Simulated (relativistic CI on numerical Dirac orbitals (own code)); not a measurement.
# One change at a time: F V

Base calculation: Dirac-Coulomb-Breit CI, separate exchange-only KLI orbitals for each configuration, model QED, valence Slater integrals scaled by 0.85, P86 correlation energy added to each configuration.

Configuration list (outside the closed core 1s2): 2s2 2p, 2s 2p2, 2p3, 2s2 3s, 2s2 3p, 2s2 3d, 2p2 3s, 2p2 3p, 2p2 3d, 2s 2p 3s, 2s 2p 3p, 2s2 4s, 2s2 4p, 2s 2p 3d, 2s2 4d, 2s2 4f. Levels of other configurations are missing.

The lowest level and the first level of each name with at least 55 % of one term (blank where a level has no safe partner in the second run):

```csv
Level,Base (cm⁻¹),Shift (cm⁻¹)
2s2 2p 2P°_1/2,0,0
2s2 2p 2P°_3/2,737,+24
2s 2p2 4P_1/2,88712,-11199
2s 2p2 4P_3/2,88960,-11197
2s 2p2 4P_5/2,89313,-11193
2s 2p2 2D_5/2,153420,-9156
2s 2p2 2D_3/2,153446,-9155
2s 2p2 2S_1/2,192193,-10653
2s 2p2 2P_1/2,210299,-7937
2s 2p2 2P_3/2,210757,-7937
2p3 4S°_3/2,281084,-11504
2p3 2D°_5/2,314887,-8569
2p3 2D°_3/2,314939,-8570
2p3 2P°_1/2,350058,-19142
2p3 2P°_3/2,350075,-19153
2s2 3s 2S_1/2,523602,+8178
2s2 3p 2P°_1/2,565887,+8718
2s2 3p 2P°_3/2,566064,+8711
2s2 3d 2D_3/2,602651,+5534
2s2 3d 2D_5/2,602684,+5530
2s 2p 3s 4P°_1/2,621211,-10132
2s 2p 3s 4P°_3/2,621466,-10130
```

At this charge configurations can still be misplaced by up to about 7 % of their energy. 30 of the 37 excited levels that our extract of the measured tables holds in this range could be paired (the sources list more); they are missed by 3410 cm⁻¹ on average and 16724 at most, and levels without a partner can miss by more.

(1) One thing was changed in a second run, which moved the levels as shown. Which?
A. QED terms removed
B. self-excluded LDA correlation estimate
C. configuration mixing switched off
D. no correlation estimate
E. Breit term removed

Results:

(1) C. Configuration mixing switched off. Without mixing, levels that were pushed by configurations of the same parity and J return to their single-configuration places.

LS names give the leading component of a level, which can be under half, so a name can repeat, a term be missing and a line seem to break the LS rules.
